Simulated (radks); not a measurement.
Question: Pt V, 74 electrons, occupied as [Xe] 4f14 5d6. Calculated with a radial shooting solver on a logarithmic mesh with Libxc functionals: non-relativistic Kohn-Sham, XLYP, spin-polarised, spherical densities, point nucleus; open shells are filled with parallel spins first (spin-orbit coupling, left out, can overturn this in heavy ions); relativity is left out, which matters for an element this heavy. Some entries of the table are withheld. Estimate them.

| orbital | occ. | eigenvalue (hartree) | <1/r> (bohr^-1) |
|---|---|---|---|
| 1s down | 1 | -2617.233 | 77.45 |
| 1s up | 1 | -2617.233 | 77.45 |
| 2s up | 1 | -437.0662 | 18.22 |
| 2s down | 1 | -437.0526 | 18.22 |
| 2p up | 3 | -420.0436 | 18.25 |
| 2p down | 3 | -420.0332 | 18.25 |
| 3s up | 1 | -103.2317 | 7.047 |
| 3s down | 1 | -103.2264 | 7.047 |
| 3p up | 3 | -95.23149 | 7.001 |
| 3p down | 3 | -95.22606 | 7.002 |
| 3d up | 5 | -80.30538 | 6.932 |
| 3d down | 5 | -80.29627 | 6.932 |
| 4s up | 1 | -23.03473 | 3.072 |
| 4s down | 1 | -23.02409 | 3.071 |
| 4p up | 3 | -19.60531 | 2.983 |
| 4p down | 3 | -19.59395 | 2.983 |
| 4d up | 5 | -13.31038 | 2.797 |
| 4d down | 5 | -13.29664 | 2.798 |
| 4f up | 7 | -4.91353 | 2.436 |
| 4f down | 7 | -4.89480 | 2.441 |
| 5s up | 1 | -4.82521 | 1.271 |
| 5s down | 1 | -4.72731 | 1.278 |
| 5p up | 3 | -3.73974 | (1) |
| 5p down | 3 | -3.63527 | (2) |
| 5d up | 5 | -2.02124 | (3) |
| 5d down | 1 | -1.91507 | (4) |
| 6s up | 0 | (5) | 0.5328 |
| 6s down | 0 | (6) | 0.5184 |
| 6p up | 0 | -1.19650 | 0.4720 |
| 6p down | 0 | -1.16883 | 0.4605 |

Answer: 
(1) 5p up <1/r> (bohr^-1): 1.165
(2) 5p down <1/r> (bohr^-1): 1.171
(3) 5d up <1/r> (bohr^-1): 0.9141
(4) 5d down <1/r> (bohr^-1): 0.9082
(5) 6s up eigenvalue (hartree): -1.47449
(6) 6s down eigenvalue (hartree): -1.43426
